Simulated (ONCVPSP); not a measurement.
**Ranking ONCV potentials for rhenium**

All share these settings but for the change named:

rhenium, optimised norm-conserving Vanderbilt (ONCV), made with ONCVPSP 4.0.1 (PBE, fully relativistic). Core [Kr] 4d10 4f14, reference 5s2 5p6 5d5 6s1.75 6p0.25. Waves: 5s+6s: rc 1.80 bohr, ncon 3, nbas 6, qcut 8.5 1/bohr, 2 projectors; 5p+6p: rc 1.75 bohr, ncon 4, nbas 8, qcut 9.3 1/bohr, 2 projectors; 5d: rc 2.40 bohr, ncon 4, nbas 9, qcut 6 1/bohr, 2 projectors, debl 1.9 Ha. Local part: polynomial inside 1.25 bohr (lpopt 2, dvloc0 4 Ha). Core correction: polynomial model core, fcfact 0.55.

Open shells are filled in proportion to 2j + 1.

Cutoff: the first of the cutoffs (Ha) at which the residual kinetic energy of the hardest occupied pseudo-wave falls to 1 and 0.1 mHa per electron; the density cutoff is not measured.

The base gives 24 Ha.

Of 7 variants that were run, those that failed, showed a ghost or another fault, or gave nearly equal values are left out.

A variant can come out equal or close to the base.

**Question.** Rank these variants from softest to hardest (loose cutoff).
A. all radii but the core radius scaled by about 1.07 (s 1.92, p 1.86, d 2.56 bohr); local potential polynomial inside 1.32 bohr (lpopt 2, dvloc0 4 Ha)
B. reference 5s2 5p6 5d5 6s2; wave 5p+6p: rc 1.75 bohr, ncon 4, nbas 8, qcut 9.3 1/bohr, 2 projectors becomes 5p: rc 1.75 bohr, ncon 4, nbas 8, qcut 9.3 1/bohr, 2 projectors, debl 0.4 Ha
C. s: qcut 12.5; p: qcut 13.6; d: qcut 8.8

**Answer.** A (22 Ha), B (24 Ha), C (42 Ha).
